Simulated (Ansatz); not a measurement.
Consider the cleavage of the Si–B bond: `[SiH3]B1OCO1` + `CC[TeH]` → `CC[Te][SiH3]` + `B1OCO1`.

Isolated molecules relaxed with PBE0-D4/def2-TZVP in Ansatz; ΔE leaves out vibrations. CBS: MP2 limit from def2 TZ/QZ plus the TZ coupled-cluster correction, frozen cores. DFT in def2-TZVPP. B3LYP here is the variant with VWN-RPA as its local correlation; programs differ in this. def2 core potentials past Kr. For Te outer-core shells are correlated without core-valence functions, which leaves a few kJ/mol of doubt a bond. Each species was taken in one conformer, which may not be the lowest.

`[SiH3]B1OCO1`:

Cartesian coordinates in Å:
```
Si -1.051 1.612 0.062
B 0.062 -0.067 -0.005
O 0.449 -0.865 -1.071
C 1.079 -1.650 -0.064
O 0.666 -0.804 1.003
H -2.483 1.254 0.247
H -0.627 2.470 1.200
H -0.913 2.376 -1.205
H 2.166 -1.675 -0.177
H 0.650 -2.652 0.010
```

`CC[TeH]`:

Cartesian coordinates in Å:
```
C 0.114 -0.626 -0.989
C 0.121 -0.125 0.440
Te -0.715 1.862 0.528
H -0.900 -0.671 -1.395
H 0.536 -1.633 -1.040
H 0.709 0.016 -1.643
H 1.132 -0.066 0.840
H -0.483 -0.756 1.090
H -0.513 1.999 2.168
```

`CC[Te][SiH3]`:

Z-matrix (Å, degrees):
```
C
C 1 1.513
H 1 1.092 2 111.6
H 1 1.094 2 110.2 3 -119.6
H 1 1.092 2 111.6 3 120.8
Te 2 2.166 1 110.5 3 -60.4
H 2 1.089 1 111.7 3 -179.2
H 2 1.089 1 111.7 3 58.3
Si 6 2.482 2 94.4 1 179.4
H 9 1.485 6 106.8 2 -179.9
H 9 1.487 6 111.3 2 60.5
H 9 1.487 6 111.2 2 -60.3
```

`B1OCO1`:

```xyz
7

B    -0.421    0.831   -0.517
O    -0.872   -0.467   -0.375
C     0.319   -0.630    0.392
O     0.743    0.720    0.217
H    -0.889    1.756   -1.093
H     1.010   -1.344   -0.062
H     0.109   -0.866    1.438
```

| level | ΔE (kJ/mol) | difference from CCSD(T)/CBS |
| --- | --- | --- |
| PBE-D4 | -70.5 | 8.0 |
| r2SCAN-D4 | -74.7 | 3.8 |
| PBE0-D4 | -74.3 | 4.2 |
| B3LYP-D4 | -73.3 | 5.2 |
| ωB97X-V | -70.9 | 7.6 |
| ωB97M-V | -75.2 | 3.3 |
| B2PLYP | -74.3 | 4.2 |
| PBE | -68.2 | 10.3 |
| r2SCAN | -74.3 | 4.2 |
| PBE0 | -72.3 | 6.2 |
| B3LYP | -69.5 | 9.0 |
| HF/def2-TZVPP | -76.6 | 1.9 |
| MP2/def2-TZVPP | -84.0 | -5.5 |
| SCS-MP2/def2-TZVPP | -78.8 | -0.3 |
| CCSD/def2-TZVPP | -70.2 | 8.3 |
| CCSD(T)/def2-TZVPP | -70.7 | 7.8 |
| HF/def2-QZVPP | -77.4 | 1.1 |
| MP2/def2-QZVPP | -88.7 | -10.2 |
| SCS-MP2/def2-QZVPP | -83.3 | -4.8 |
| HF/CBS(def2) | -77.5 | 1.0 |
| MP2/CBS(def2) | -91.8 | -13.3 |
| CCSD/CBS(def2) | -78.0 | 0.5 |
| CCSD(T)/CBS | -78.5 | 0 |

Largest T1 diagnostic among the species: 0.015.

From PBE to PBE0 (25 % exact exchange), in def2-TZVPP and without D4, ΔE moves by −4.1 kJ/mol. The D4 term adds −3.7 kJ/mol with B3LYP and −2.0 kJ/mol with PBE0; it sums over pairs of atoms, weighted by their polarisabilities, and B3LYP, whose exchange is more repulsive, gets the larger term.
